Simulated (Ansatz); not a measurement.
Stretching the Ge1–H2 bond in GeH (multiplicity 2 held). Energies count from the point at 1.606 Å.


U- levels take the lowest unrestricted solution at each point, which mixes spins at long bonds. Active spaces are followed from rest. Full CI gives the lowest state of the spin. Curves can end on different states.

Correlated levels freeze the cores. Filled d and f shells under p-block atoms count as core.

Run with Ansatz (Gaussian basis) for Hartree–Fock, density functionals and correlated methods. 

U-PBE/cc-pVTZ gives 66.90 kcal/mol for the energy at R = 6.425 Å.

Q: How do the other levels lie against it? Give each less PBE: U-r2SCAN/cc-pVTZ, U-wB97X-V/cc-pVTZ, U-MP2/cc-pVTZ, U-CCSD(T)/cc-pVTZ, SC-NEVPT2 on CASSCF(5,5)/cc-pVTZ, FIC-MRCISD+Q on CASSCF(5,5)/cc-pVTZ, FCI/cc-pVTZ.

A: U-r2SCAN/cc-pVTZ 0.85; U-wB97X-V/cc-pVTZ 2.74; U-MP2/cc-pVTZ -5.20; U-CCSD(T)/cc-pVTZ -0.99; SC-NEVPT2 on CASSCF(5,5)/cc-pVTZ -4.08; FIC-MRCISD+Q on CASSCF(5,5)/cc-pVTZ -0.90; FCI/cc-pVTZ -0.64 kcal/mol. 2 of 7 lie above PBE; the widest gap is to U-MP2/cc-pVTZ.

Doubts at one or more of the structures used: a spin-contaminated determinant (U-PBE/cc-pVTZ, U-r2SCAN/cc-pVTZ, U-wB97X-V/cc-pVTZ, U-MP2/cc-pVTZ, U-CCSD(T)/cc-pVTZ).

Ansatz is an electronic-structure program.
